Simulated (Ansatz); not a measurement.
The first iterations of a band of H2 + H2O2Zn (7 atoms, charge 0, multiplicity 1).

These are results of Ansatz, RKS PBE0-D4/def2-SVP, not measurements.

```
movable images  : 2
climbing image  : no
spring          : 5.0 eV/Å²
optimiser       : quadratic models (default)
start path      : through a guess of the saddle point
force threshold : 0.05 eV/Å
iteration limit : 60
end points      : relaxed
```

Image 0:

```xyz
7
Properties=species:S:1:pos:R:3
Zn -0.502 -0.016 -0.154
O -0.274 0.322 1.573
H -0.518 -0.403 2.159
O -0.810 -0.218 -1.880
H -0.034 -0.448 -2.401
H 2.600 -0.812 1.783
H 1.917 -0.466 1.747
```

Image 3:

```xyz
7
Properties=species:S:1:pos:R:3
Zn 1.346 -0.313 0.041
O -0.055 0.056 1.680
H -0.681 -0.046 0.916
O -0.326 -0.411 -0.708
H -0.507 -0.318 -1.644
H 2.866 -0.360 0.239
H -0.265 -0.649 2.304
```

| iteration | highest image above the first end (eV) | largest band force component (eV/Å) |
| --- | --- | --- |
| 1 | 3.483 | 10.018 |
| 2 | 1.028 | 5.611 |
| 3 | 0.297 | 2.233 |

**Question.** Does the band converge within its limit, and where does its top end?

**Answer.** The forces met the threshold. It ended after 10 iterations with the highest image 0.036 eV above the first end. No image climbed, so the highest image needn't sit at the top of the path. A band with more images between the same ends climbed to 0.74 eV, so this one has probably stepped over the top. So few images can step over the top or miss a turn of the path. The orbitals stay closed-shell, which can raise the energy where a bond breaks towards radicals; this wasn't checked here.

Time of the run: 73 s on 1 thread of Arm Neoverse V2, with other jobs on the host, peak memory 0.15 GiB.
